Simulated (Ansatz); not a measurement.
Two isomers of C2H5BO2: A = `CB(O)C=O`, B = `B1COCO1`.

Calculated with Ansatz (gas phase, PBE0-D4/def2-TZVP geometries, no zero-point term in ΔE). CCSD(T)/CBS adds triple-zeta CCSD(T) − MP2 to the extrapolated MP2 energy (def2 sets, frozen cores). Functionals use def2-TZVPP. One conformer a species, not always the lowest.

Problem. Which is lower in electronic energy at CCSD(T)/CBS, and by how much? (Best estimate.)

Solution. Computed: A, by 69.6 kJ/mol.

Problem. Give E(B) − E(A) in kJ/mol with MP2/def2-TZVPP, LDA (SPW92), B2PLYP, PBE0-D4, r2SCAN-D4, HF/def2-TZVPP, CCSD/def2-TZVPP. (Best estimate.)

Solution. Computed: MP2/def2-TZVPP 71.0, LDA (SPW92) 38.7, B2PLYP 74.4, PBE0-D4 57.7, r2SCAN-D4 65.4, HF/def2-TZVPP 66.0, CCSD/def2-TZVPP 68.0. None reverses the order clearly.

Problem. Does the order hold for the free energy at 298.15 K (harmonic terms from PBE0-D4)? (An estimate is asked.)

Solution. Ansatz gave: Yes: G(B) − G(A) = +83.4 kJ/mol, for one conformer each.

Largest T1 diagnostic: 0.015.

From BLYP to BHLYP (50 % exact exchange), in def2-TZVPP and without D4, E(B) − E(A) moves by −23.1 kJ/mol. In def2-TZVPP, CCSD(T) changes the Hartree–Fock value by +3.7 kJ/mol (the triples alone add +1.7 kJ/mol) and MP2 by +5.0 kJ/mol.
